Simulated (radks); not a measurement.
Question: W37+, 37 electrons, occupied as [Kr] 4d1. Method: scalar-relativistic Kohn-Sham, PBEsol, spin-polarised, spherical densities, finite nucleus; open shells are filled with parallel spins first (spin-orbit coupling, left out, can overturn this in heavy ions); Fermi nuclear charge, rms radius 5.3658 fm; computed with a radial shooting solver on a logarithmic mesh with Libxc functionals. Some entries of the table are withheld. Estimate them.

orbital,occ.,eigenvalue (eV),<1/r> (bohr^-1),<r> (bohr)
1s up,1,-71045.88,87.02,0.01835
1s down,1,-71045.86,87.02,0.01835
2s up,1,-13592.18,20.36,0.07756
2s down,1,-13591.04,20.36,0.07755
2p up,3,-12093.26,18.45,0.06941
2p down,3,-12092.32,18.45,0.06941
3s up,1,-4315.801,7.624,0.1991
3s down,1,-4315.136,7.625,0.1991
3p up,3,-3870.647,7.053,0.1987
3p down,3,-3869.920,7.054,0.1986
3d up,5,(1),6.665,0.1793
3d down,5,(2),6.665,0.1793
4s up,1,-1944.106,3.624,0.4061
4s down,1,-1940.901,3.623,0.4061
4p up,3,(3),3.389,(4)
4p down,3,(5),3.388,(6)
4d up,1,-1584.272,3.178,0.4172
4d down,0,-1581.122,3.178,0.4173

Answer: 
(1) 3d up eigenvalue (eV): -3369.424
(2) 3d down eigenvalue (eV): -3368.423
(3) 4p up eigenvalue (eV): -1779.627
(4) 4p up <r> (bohr): 0.4182
(5) 4p down eigenvalue (eV): -1776.462
(6) 4p down <r> (bohr): 0.4183
